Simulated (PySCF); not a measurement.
Be(Et)(NH2) (C2H7BeN), SMILES [CH2](C)[Be][NH2].

Geometry: PBE0-D3(BJ)/def2-SVP. One conformer was computed; it need not be the lowest.

Calculation: PBE0/def2-TZVPD (PySCF).

Symmetry labels are those of the subgroup Cs that the program uses (full group Cs).

### Question
List the valence orbital energies around the gap with their symmetry. (The exact figures need the calculation; the answer reports its results.)

### Answer

| orbital | symmetry | energy (eV) |
|---|---|---|
| HOMO−7 | A" | -13.01 |
| HOMO−6 | A" | -11.78 |
| HOMO−5 | A' | -11.42 |
| HOMO−4 | A' | -11.25 |
| HOMO−3 | A' | -9.97 |
| HOMO−2 | A" | -9.22 |
| HOMO−1 | A' | -7.57 |
| HOMO | A' | -7.24 |
| LUMO | A' | -0.13 |
| LUMO+1 | A" | 0.38 |
| LUMO+2 | A' | 0.49 |
| LUMO+3 | A' | 0.69 |
